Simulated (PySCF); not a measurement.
**K¹⁵⁺: ionisation energy**

K¹⁵⁺ [He] 2s2 → K¹⁶⁺ [He] 2s1 [2s1/2^1, M_J = 1/2], as a difference of total energies. Calculation: PySCF 2.14, in an even-tempered Gaussian basis (17 s from 3 bohr⁻², ratio 2.4; 11 p from 3.9 bohr⁻², ratio 2.4; 5 d from 13 bohr⁻², ratio 2.6; 4 f from 19 bohr⁻², ratio 2.6); the two-component X2C-1e Hamiltonian. Correlated levels: nothing frozen; the 34 highest virtual spinors dropped. "Screened" scales the spin-orbit matrix elements by Boettger's factors to mimic the two-electron term; Breit and QED terms are absent.

| method | ionisation energy (eV) |
| --- | --- |
| GHF (screened spin-orbit) | 962.10 |
| GMP2 (screened spin-orbit) | 965.69 |

Q: How much does correlation contribute at GMP2 (screened spin-orbit)?

A: 965.69 − (962.10) = 3.59 eV, measured against GHF (screened spin-orbit).

For comparison: 967.7 ± 0.3 eV (semi-empirical (NIST evaluation); NIST Atomic Spectra Database, ionization energies).
